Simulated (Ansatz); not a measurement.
Barrier from R1 to the saddle point P1, each structure at its B3LYP-D3(BJ)/def2-TZVP stationary point, reached from a drawn start; harmonic modes at that level show the others as minima.
R1, F3Si (SMILES F[Si](F)F) (charge 0, multiplicity 2):
```json
[
 {"atom": "Si", "x (Å)": "0.0000", "y (Å)": "0.0000", "z (Å)": "0.4265"},
 {"atom": "F", "x (Å)": "1.4830", "y (Å)": "0.0000", "z (Å)": "-0.1422"},
 {"atom": "F", "x (Å)": "-0.7415", "y (Å)": "1.2843", "z (Å)": "-0.1422"},
 {"atom": "F", "x (Å)": "-0.7415", "y (Å)": "-1.2843", "z (Å)": "-0.1422"}
]
```
P1, F3Si, a first-order saddle point (one imaginary mode, 700i cm⁻¹) (charge 0, multiplicity 2):
```csv
atom,x (Å),y (Å),z (Å)
Si,0.0000,0.0000,0.0000
F,1.6053,0.0000,0.0000
F,-0.8027,1.3903,0.0000
F,-0.8027,-1.3903,0.0000
```

P less R. No zero-point or thermal terms; open shells are unrestricted. No path was followed down from the saddle.

Frozen-core correlation throughout.

Run with Ansatz (a program for electronic structure) with Gaussian orbitals. All values are computed, each at the level named.

Total energies in hartree:

```csv
structure,PBE/def2-TZVPP,r2SCAN/def2-TZVPP,CCSD(T)/cc-pV(Q+d)Z
R1,-588.883648,-589.172697,-588.530188
P1,-588.838405,-589.116802,-588.468264
```

### Question
Work out the barrier height at each level in kJ/mol (1 hartree = 2625.49964 kJ/mol), and say how far PBE/def2-TZVPP lies from CCSD(T)/cc-pV(Q+d)Z.

### Answer
- PBE/def2-TZVPP: (-588.838405) − (-588.883648) = 0.045243 hartree = 118.8 kJ/mol
- r2SCAN/def2-TZVPP: (-589.116802) − (-589.172697) = 0.055895 hartree = 146.8 kJ/mol
- CCSD(T)/cc-pV(Q+d)Z: (-588.468264) − (-588.530188) = 0.061924 hartree = 162.6 kJ/mol
PBE/def2-TZVPP less CCSD(T)/cc-pV(Q+d)Z: -43.8 kJ/mol. CCSD(T)/cc-pV(Q+d)Z is the level counted from, the highest shown, and no exact or measured value.
